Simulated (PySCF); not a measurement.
PySCF 2.14 output of an unrestricted LDA calculation on a single atom or ion in jorge-DZP-DKH, with scalar relativity by spin-free X2C-1e:

```
SCF conv_tol = 1e-09
number electrons alpha = 14  beta = 13
    P. A. M. Dirac.,  Math. Proc. Cambridge Philos. Soc. 26, 376 (1930)
    F. Bloch.,  Z. Phys. 57, 545 (1929)
    S. H. Vosko, L. Wilk, and M. Nusair.,  Can. J. Phys. 58, 1200 (1980)
cycle= 1 E= -1517.36272657146  delta_E= -0.00999  |g|= 0.297  |ddm|= 0.194
cycle= 2 E= -1517.32152048127  delta_E= 0.0412  |g|= 0.594  |ddm|= 0.389
cycle= 3 E= -1517.36619414207  delta_E= -0.0447  |g|= 0.228  |ddm|= 0.829
cycle= 4 E= -1517.37755869393  delta_E= -0.0114  |g|= 0.0488  |ddm|= 0.383
cycle= 5 E= -1517.35788645929  delta_E= 0.0197  |g|= 0.242  |ddm|= 0.694
cycle= 6 E= -1517.35674911069  delta_E= 0.00114  |g|= 0.249  |ddm|= 0.0134
cycle= 7 E= -1517.35236903863  delta_E= 0.00438  |g|= 0.274  |ddm|= 0.0555
cycle= 8 E= -1517.35229596835  delta_E= 7.31e-05  |g|= 0.275  |ddm|= 0.00741
cycle= 9 E= -1517.34255216693  delta_E= 0.00974  |g|= 0.33  |ddm|= 0.113
cycle= 10 E= -1517.37791734968  delta_E= -0.0354  |g|= 0.0118  |ddm|= 0.716
cycle= 11 E= -1517.3771768209  delta_E= 0.000741  |g|= 0.0133  |ddm|= 0.216
cycle= 12 E= -1517.37718811275  delta_E= -1.13e-05  |g|= 0.0131  |ddm|= 0.0115
cycle= 13 E= -1517.37719470293  delta_E= -6.59e-06  |g|= 0.00144  |ddm|= 0.0543
cycle= 14 E= -1517.37719339257  delta_E= 1.31e-06  |g|= 0.00183  |ddm|= 0.017
cycle= 15 E= -1517.37719406839  delta_E= -6.76e-07  |g|= 0.00127  |ddm|= 0.00784
cycle= 16 E= -1517.37719458326  delta_E= -5.15e-07  |g|= 0.000864  |ddm|= 0.00356
cycle= 17 E= -1517.37719479347  delta_E= -2.1e-07  |g|= 0.000301  |ddm|= 0.00268
cycle= 18 E= -1517.37719482116  delta_E= -2.77e-08  |g|= 5.66e-05  |ddm|= 0.000935
cycle= 19 E= -1517.37719482159  delta_E= -4.25e-10  |g|= 2.09e-06  |ddm|= 0.00028
converged SCF energy = -1517.37719482159  <S^2> = 0.75106153  2S+1 = 2.0010613
```

The run itself started from symmetry-adapted Hartree-Fock orbitals and held the occupation by maximum overlap, on a logarithmic radial grid, so the iterations belong to that start.

Q: Which element, charge and spin multiplicity is this?

A: Ni⁺ (nickel, charge +1), multiplicity 2; the state was [Ar] 3d9, 2D determinant.
